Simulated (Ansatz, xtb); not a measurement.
## Two conformers of FGaH2S2

We compare a, `[F][Ga]([SH])[SH]`, a singlet, with b, `[F][Ga]([SH])[SH]`, a singlet. Both are isolated molecules in the gas phase, relaxed with PBE0-D4/def2-SVP.

a (Å):

```yaml
atoms:
  - { symbol: F, position_ang: [0.2596, -0.9165, 0.1240] }
  - { symbol: Ga, position_ang: [1.3136, 0.2886, -0.5914] }
  - { symbol: S, position_ang: [2.9421, -0.4409, -1.8505] }
  - { symbol: S, position_ang: [0.8773, 2.3804, -0.1405] }
  - { symbol: H, position_ang: [2.5754, -1.7280, -1.6538] }
  - { symbol: H, position_ang: [-0.1811, 2.0386, 0.6294] }
```

b (Å):

```yaml
atoms:
  - { symbol: F, position_ang: [0.8977, -1.7448, -2.3581] }
  - { symbol: Ga, position_ang: [0.4502, -0.7426, -0.9948] }
  - { symbol: S, position_ang: [1.5159, 1.1497, -0.7611] }
  - { symbol: S, position_ang: [-1.1277, -1.5210, 0.3052] }
  - { symbol: H, position_ang: [0.8220, 1.4744, 0.3532] }
  - { symbol: H, position_ang: [-1.2573, -2.6388, -0.4452] }
```

Problem. Which of the two would you expect CCSD(T)/def2-SVP + ΔMP2/def2-TZVPP electronic energies to favour?

Solution. CCSD(T)/def2-SVP + ΔMP2/def2-TZVPP gives E(b) − E(a) = +0.16 kcal/mol, slightly favouring structure a, which is too small a margin to settle the true order.

How the difference moves with the method:

```csv
level,geometry,E(b) − E(a) (kcal/mol),departure from the last row (kcal/mol),"job, with rough time for the two"
PBE0-D4/def2-SVP,PBE0-D4/def2-SVP,+0.30,+0.14,"optimisation, 17 s"
HF/def2-SVP,PBE0-D4/def2-SVP,+0.28,+0.12,part of the CCSD(T) run
MP2/def2-SVP,PBE0-D4/def2-SVP,+0.32,+0.15,part of the CCSD(T) run
CCSD(T)/def2-SVP,PBE0-D4/def2-SVP,+0.30,+0.14,single point
CCSD(T)/def2-SVP + ΔMP2/def2-TZVPP,PBE0-D4/def2-SVP,+0.16,,"single point, 12 s"
```

The largest departure from CCSD(T)/def2-SVP + ΔMP2/def2-TZVPP is that of MP2/def2-SVP, 0.15 kcal/mol. Levels run at GFN2-xTB geometries aren't shown. The last row adds to CCSD(T) the change of the MP2 difference between the two basis sets, here −0.14 kcal/mol.

With harmonic frequencies from PBE0-D4/def2-SVP (ideal gas, rigid rotor, one conformer each, 298.15 K, 1 atm): the zero-point term adds +0.02 kcal/mol; ΔH is +0.18 and ΔG −0.22 kcal/mol.

The correlated steps freeze 20 core orbitals; the filled d shell of Ga is correlated, in a basis made for valence electrons. Codes used: Ansatz 0.2.0; the last row on 2 threads of Arm Neoverse V2 on a shared host.
